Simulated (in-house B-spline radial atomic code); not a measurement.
Results of a calculation; reference values are marked as such.
**C6 from the polarisability at imaginary frequency: the potassium ion K⁺**

OLYP linear response of the closed shell [Ne] 3s2 3p6, from an all-electron radial atomic-structure program (B-spline basis); scalar-relativistic (spin-free one-electron X2C), finite nucleus, no spin-orbit coupling.

The dispersion coefficient of two like species is C6 = (3/π) ∫ α(iu)² du from 0 to ∞.

```csv
u (hartree),α(iu) (bohr³)
0,5.655
0.0849,5.61
0.198,5.418
0.339,5.021
0.566,4.215
0.849,3.25
1.27,2.195
1.98,1.231
2.83,0.7158
4.24,0.3722
7.07,0.161
14.1,0.05267
```

Question: Fit one oscillator, α(iu) = α(0)/(1 + u²/ω²), through u = 0.566 and estimate C6.

Answer: From α(0)/α(iu) − 1 = 5.655/4.215 − 1 = 0.3416, ω = u/√0.3416 = 0.9684 hartree (26.4 eV). London's formula gives C6 = (3/4) α(0)² ω = 0.75 × 5.655² × 0.9684 = 23.23 hartree·bohr⁶, and the oscillator holds f = α(0) ω² = 5.30 electrons, of a sum of oscillator strengths of 17.9.

Question: How does that compare with the full integral?

Answer: The program's quadrature over all excitations gives C6 = 24.15, so the single oscillator is off by -3.8 %. At the last point the fit gives α = 0.0265 against 0.0527: higher excitations, and deeper shells where there are any, keep the true curve higher at large u.
